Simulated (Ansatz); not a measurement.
Born–Oppenheimer molecular dynamics of FH9Si4 (14 atoms, charge 0, multiplicity 1). It starts from a relaxed structure.

Method: RKS PBE0/def2-SVP in Ansatz 0.2.0.

```yaml
ensemble: NVE (velocity Verlet)
time_step: 0.25 fs
steps_asked: 300
starting_velocities_drawn_for: 300 K
seed: 510818
```

First frame:

```xyz
14
Properties=species:S:1:pos:R:3
Si 0.012 -0.076 0.005
F 0.043 -0.275 1.639
Si 2.229 0.064 -0.769
H 2.987 -1.181 -0.433
H 2.192 0.225 -2.256
H 2.928 1.241 -0.169
Si -1.158 1.906 -0.481
H -2.571 1.823 0.002
H -0.491 3.083 0.154
H -1.162 2.090 -1.966
Si -1.075 -1.930 -0.950
H -2.471 -2.052 -0.427
H -1.126 -1.725 -2.433
H -0.329 -3.193 -0.659
```

Problem. How far do the bonds stretch over the last three quarters of this one trajectory? (Pairs bonded in most of those frames.)

Solution. 
```json
{"bond": "Si1–F2", "mean (Å)": "1.638", "spread (Å)": "0.040", "shortest": "1.59", "longest": "1.71"}
{"bond": "Si1–Si3", "mean (Å)": "2.344", "spread (Å)": "0.052", "shortest": "2.28", "longest": "2.42"}
{"bond": "Si1–Si7", "mean (Å)": "2.359", "spread (Å)": "0.033", "shortest": "2.30", "longest": "2.40"}
{"bond": "Si1–Si11", "mean (Å)": "2.375", "spread (Å)": "0.073", "shortest": "2.31", "longest": "2.49"}
{"bond": "Si3–H4", "mean (Å)": "1.496", "spread (Å)": "0.026", "shortest": "1.46", "longest": "1.54"}
{"bond": "Si3–H5", "mean (Å)": "1.500", "spread (Å)": "0.012", "shortest": "1.48", "longest": "1.52"}
{"bond": "Si3–H6", "mean (Å)": "1.498", "spread (Å)": "0.020", "shortest": "1.46", "longest": "1.53"}
{"bond": "Si7–H8", "mean (Å)": "1.497", "spread (Å)": "0.005", "shortest": "1.49", "longest": "1.51"}
{"bond": "Si7–H9", "mean (Å)": "1.495", "spread (Å)": "0.011", "shortest": "1.48", "longest": "1.51"}
{"bond": "Si7–H10", "mean (Å)": "1.497", "spread (Å)": "0.013", "shortest": "1.48", "longest": "1.52"}
{"bond": "Si11–H12", "mean (Å)": "1.497", "spread (Å)": "0.005", "shortest": "1.49", "longest": "1.50"}
{"bond": "Si11–H13", "mean (Å)": "1.498", "spread (Å)": "0.011", "shortest": "1.48", "longest": "1.52"}
{"bond": "Si11–H14", "mean (Å)": "1.496", "spread (Å)": "0.013", "shortest": "1.48", "longest": "1.51"}
```

Mean temperature of the second half: 138 K. The conserved energy stayed within 0.011 meV per atom of its start (net change 0.0019 meV per atom), so the integration is sound. Over the second half the temperature averaged 0.46 of the 300 K drawn at the start: a run that starts near a minimum puts about half its kinetic energy into the potential. A run of 0.075 ps of so small a system gives no equilibrium averages.

Run time: 12 min on 4 threads of Arm Neoverse V1 (shared host), peak memory 0.34 GiB.
